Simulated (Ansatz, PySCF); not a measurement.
The pair A = SiH4 (SMILES [SiH4]) (first 5 atoms), B = C2H2 (SMILES C#C); geometry from B3LYP-D3(BJ)/def2-TZVP.
(charge 0, multiplicity 1):
```xyz
9

Si     0.285    -0.068     0.051
H      1.126     1.004     0.627
H     -1.144     0.228     0.295
H      0.638    -1.368     0.662
H      0.523    -0.139    -1.410
C      0.196    -0.123     3.744
C     -0.909     0.295     3.547
H      1.176    -0.494     3.915
H     -1.889     0.665     3.369
```

Correlated levels freeze the cores. CBS(a, b) extrapolates the correlation energy as X⁻³ and adds the Hartree–Fock energy of set b. MP2 and its Hartree–Fock in aug-cc-pV(T+d)Z are density fitted.

The values were computed with Ansatz (an electronic-structure program); PySCF for the dispersion terms. Values without a source in brackets are computed.

The monomers are drawn apart, rigid, along the line of their centres of mass. Counterpoise-corrected interaction energies (kcal/mol):

| level | R = 5.133 Å | R = 6.610 Å |
|---|---|---|
| PBE-D3(BJ)/def2-TZVPPD | -0.4011 | -0.0759 |
| wB97M-V/def2-TZVPPD | -0.3275 | -0.0704 |
| MP2/CBS(aug-cc-pV(D+d)Z, aug-cc-pV(T+d)Z) + ΔCCSD(T)/aug-cc-pV(D+d)Z | -0.3093 | -0.0652 |

### Question
R is the distance of the centres of mass. Find the local exponent m of E ∝ R⁻ᵐ between the two points.

### Answer

m = ln(E₁/E₂)/ln(R₂/R₁): PBE-D3(BJ)/def2-TZVPPD 6.6; wB97M-V/def2-TZVPPD 6.1; MP2/CBS(aug-cc-pV(D+d)Z, aug-cc-pV(T+d)Z) + ΔCCSD(T)/aug-cc-pV(D+d)Z 6.2. For scale, two fixed dipoles give m = 3, dipole and quadrupole 4, quadrupoles 5, and dispersion or dipole-induced dipole 6 at long range; at these distances several terms mix, and what is left of overlap and damping shifts m, so it need not match one of them.
